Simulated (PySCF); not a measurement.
C2H5Te, SMILES [CH2][Te]C (connectivity only; charge and spin as stated), charge +1, multiplicity 1. Atoms are numbered in the order given.

```xyz
8

C     -1.2204     1.3045     0.0000
Te     0.3357     0.1114     0.0000
C     -0.7067    -1.7831     0.0000
H     -1.0655     2.3903     0.0000
H     -2.2503     0.9280     0.0000
H     -0.3966    -2.3255     0.9037
H     -1.7863    -1.5883     0.0000
H     -0.3966    -2.3255    -0.9037
```
Charge +1, spin multiplicity 1.

Coordinates come from a B3LYP-D3(BJ)/def2-SVP optimisation. The spin state was assumed, not searched. The isomer is the one that the SMILES or the coordinates give; other isomers of the formula were not compared. The def2 effective core potentials stand for the cores of Te; spin–orbit coupling is left out.

Calculation: r2SCAN/def2-TZVPD (PySCF).

* **total energy**: -347.00790 hartree
* **point group**: Cs
* **highest occupied level**: -12.96 eV
* **lowest empty level**: -9.57 eV
* **orbital gap**: 3.38 eV
* **dipole moment about the centre of nuclear charge**: 1.91 D
* **mean static polarisability**: 56.7 bohr³ (8.41 Å³)
* **polarisability, principal values**: 40.7, 56.0, 73.5 bohr³
